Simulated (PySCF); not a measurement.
A GIAO shielding run with PySCF 2.14.0 with density-fitted response routines (density fitting, non-relativistic, gas phase) on `O[SiH2]N1CC[C@H](C2CC2)C1`, C7H15NOSi:

```
$ OMP_NUM_THREADS=1 python probes_run.py task.json out

{"job": {"kind": "nmr", "xc": "PBE0", "basis": "pcSseg-1"}, "charge": 0, "multiplicity": 1}
O      3.781897     0.722541    -1.237957
Si     3.249183    -0.574745    -0.331149
N      1.595123    -0.402362     0.116281
C      1.032422    -0.432274     1.449513
C     -0.032987     0.657527     1.391263
C     -0.620542     0.507689    -0.024168
C     -1.889145    -0.309751    -0.043996
C     -2.848523    -0.195663    -1.190828
C     -3.221395     0.345148     0.160036
C      0.519016    -0.170284    -0.832797
H      3.670649     1.583598    -0.823803
H      3.518579    -1.724406    -1.239072
H      3.981550    -0.727408     0.963714
H      0.565555    -1.412444     1.681785
H      1.803342    -0.254263     2.215020
H      0.453603     1.639555     1.499161
H     -0.801657     0.570779     2.173623
H     -0.850661     1.498831    -0.447522
H     -1.778395    -1.313863     0.384187
H     -2.612024     0.524316    -1.980133
H     -3.348510    -1.099598    -1.547864
H     -3.982054    -0.181079     0.742430
H     -3.236842     1.431966     0.286257
H      0.869955     0.455604    -1.669202
H      0.141451    -1.113834    -1.273721
```

Hardware: 1 thread of an Arm Neoverse V1, shared host. The job also computes population analyses, field gradients, ring-centre shieldings.

Question: How large is the calculation?

Answer: 86 electrons, 252 basis functions and 1321 auxiliary functions.

Question: How long does it take, and how much memory does it need?

Answer: 76 s of wall time, with 14 SCF cycles and 4 response iterations; peak memory 1.3 GiB. Times on a shared host scatter by some tens of per cent.
